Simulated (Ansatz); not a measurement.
`[SiH3][O][InH][Br]` + `ClB[SeH]` → `[SiH3][Se]BCl` + `[OH][InH][Br]`  (ligand exchange at the Si–O bond)

Program: Ansatz. Geometries: PBE0-D4/def2-TZVP. ΔE: electronic, gas phase. CCSD(T)/CBS adds triple-zeta CCSD(T) − MP2 to the extrapolated MP2 energy (def2 sets, frozen cores). DFT in def2-TZVPP. def2 core potentials past Kr. For Br, In, Se outer-core shells are correlated without core-valence functions, which leaves a few kJ/mol of doubt a bond. Scalar relativity is left out up to krypton. One conformer a species, not always the lowest.

CCSD(T)/CBS gives +0.52 eV.

Question: Another level gave +0.53 eV. Which?
A. PBE0/def2-TZVPP
B. PBE-D4/def2-TZVPP
C. MP2/def2-TZVPP
D. SCS-MP2/def2-TZVPP

Answer: C. MP2/def2-TZVPP 0.53, PBE0 0.42, PBE-D4 0.36, SCS-MP2/def2-TZVPP 0.59 eV.

Largest T1 diagnostic among the species: 0.014.

From PBE to PBE0 (25 % exact exchange), in def2-TZVPP and without D4, ΔE moves by +0.06 eV. In def2-TZVPP, CCSD(T) changes the Hartree–Fock value by −0.18 eV (the triples alone add −0.03 eV) and MP2 by −0.22 eV.
